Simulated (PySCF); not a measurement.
C4H10OSSi.
Z-matrix (Å and degrees, GFN2-xTB geometry), rows numbered from 1:
```
C 
S   1  1.8141
C   2  1.8385  1   97.89
O   3  1.3833  2  112.76  1   -62.40
C   4  1.4094  3  113.79  2   -73.14
C   5  1.5375  4  116.45  3   -78.04
Si  6  1.8843  5   66.08  4  -109.98
H   1  1.0869  2  109.49  3   -73.51
H   1  1.0864  2  108.39  3    47.53
H   1  1.0844  2  107.26  3   166.86
H   3  1.0915  2  107.61  1    56.21
H   3  1.0952  2  105.09  1   174.17
H   5  1.0892  4  111.77  3    57.82
H   6  1.0820  5  114.87  7   112.46
H   6  1.0811  5  115.84  7  -114.75
H   7  1.4510  5  117.13  6   104.05
H   7  1.4481  5  116.94  6  -104.67
```

Method used: PySCF, TDDFT wB97X-D/def2-SVPD, vertical, gas phase, core orbitals frozen in the response.

Kohn–Sham orbitals with the atoms that hold most of them (Löwdin shares over 4%, at most four atoms; ? is withheld):

```csv
orbital,ε (eV),atoms
HOMO-3,-10.33,"S2 26%, C6 18%, O4 15%, C5 9%"
HOMO-2,-9.32,"O4 41%, S2 13%, C6 13%, C5 12%"
HOMO-1,-8.83,"Si7 28%, C5 26%, C6 20%, O4 9%"
HOMO,-8.34,?
LUMO,1.70,?
LUMO+1,2.18,"S2 48%, Si7 15%, C1 7%"
LUMO+2,2.32,"Si7 22%, S2 22%, C6 8%, H15 7%"
```

Q: Give the leading atoms of the LUMO.

A: Si7 (bonded to 2 C and 2 H) 38%; C6 (bonded to C, Si and 2 H) 13%; H17 (bonded to Si) 11%; H16 (bonded to Si) 11%. By element: silicon 38%, hydrogen 22% or more, carbon 13% or more.

Q: Which atoms hold the HOMO, and with what shares?

A: S2 (bonded to 2 C) 70%; C1 (bonded to S and 3 H) 10%; C3 (bonded to O, S and 2 H) 7%. By element: sulfur 70%, carbon 17% or more.

Q: How does S1 compare with the orbital gap of 10.04 eV?

A: S1 is at 5.67 eV (f = 0.0009), 4.37 eV below the gap, made of HOMO→LUMO+1 (64%), HOMO→LUMO+3 (10%). Its leading pair isn't HOMO and LUMO; the energies of that pair differ by 10.53 eV. Without the coupling terms of the response equations the lowest excitation would equal the gap.

Q: Give energy, strength and leading configuration of S2 and S8, and follow the Löwdin shares of the leading atoms from the occupied to the empty orbital.

A: 
- S2 (6.41 eV, f 0.284), HOMO-1→LUMO (84%): Si7 28% → 38%, C5 26% → at most 11%, C6 20% → 13%
- S8 (7.15 eV, f 0.0065), HOMO→LUMO (72%): S2 70% → at most 11%, C1 10% → at most 11%, Si7 at most 4% → 38%, C6 at most 4% → 13%

On Intel Xeon at 2.50 GHz, one thread, no GPU, shared host with 64 logical CPUs at a one-minute load of 63, this took 2.4 min and 1.0 GiB of memory at its peak.

One conformer stands for the species.
